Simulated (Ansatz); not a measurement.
Consider the formal exchange of groups at a C–C bond: `CC(C)CCO` + `O[SiH](O)O` → `OC[Si](O)(O)O` + `CC(C)C`.

Gas-phase electronic energies from Ansatz, PBE0-D4/def2-TZVP geometries. CBS: MP2 limit from def2 TZ/QZ plus the TZ coupled-cluster correction, frozen cores. Functionals use def2-TZVPP. Each species was taken in one conformer, which may not be the lowest.

**Question.** Is it downhill or uphill in electronic energy at CCSD(T)/CBS, and by how much? (An estimate is asked.)

**Answer.** Computed: Downhill: ΔE = -0.19 eV.

**Question.** What do these levels give: PBE-D4, PBE0-D4, ωB97M-V, B2PLYP, PBE, HF/CBS(def2)? (Best estimate.)

**Answer.** Computed: PBE-D4 -0.27, PBE0-D4 -0.24, ωB97M-V -0.24, B2PLYP -0.22, PBE -0.27, HF/CBS(def2) -0.17 eV.

Largest T1 diagnostic among the species: 0.011.
